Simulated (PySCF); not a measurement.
Si(H)(Br)(Me)(OH) (CH5BrOSi), SMILES C[SiH](O)Br.

Geometry optimised at PBE-D3(BJ)/def2-SVP. This is a generated structure with no PubChem entry under its InChIKey; it may be hypothetical. One conformer was computed; it need not be the lowest.

Two levels are set side by side: PBE/def2-TZVP (PySCF) and HF/def2-TZVP (PySCF). Same geometry, gas phase. Differences are taken from unrounded values.

| quantity | HF |
|---|---|
| orbital gap (eV) | 14.50 |
| highest occupied level (eV) | -11.22 |
| lowest empty level (eV) | 3.28 |
| dipole moment (D) | 2.25 |
| mean polarisability (bohr³) | 55.9 |

Problem. What does PBE give, and how far is it from HF? (An estimate is asked for; the answer gives what the named calculation found.)

Solution. 
| quantity | PBE | PBE minus HF |
|---|---|---|
| orbital gap (eV) | 6.45 | -8.05 |
| highest occupied level (eV) | -6.96 | 4.27 |
| lowest empty level (eV) | -0.50 | -3.78 |
| dipole moment (D) | 2.12 | -0.13 |
| mean polarisability (bohr³) | 62.7 | 6.8 |

Without exact exchange PBE keeps part of each electron's self-repulsion, which lifts occupied levels and narrows the gap. PBE's more diffuse valence density responds more strongly to a field. Differences between two approximate levels are no errors against the true value.

Rough cost on one machine, each run with all the roots and properties that it gave: HF against PBE about 1/3.
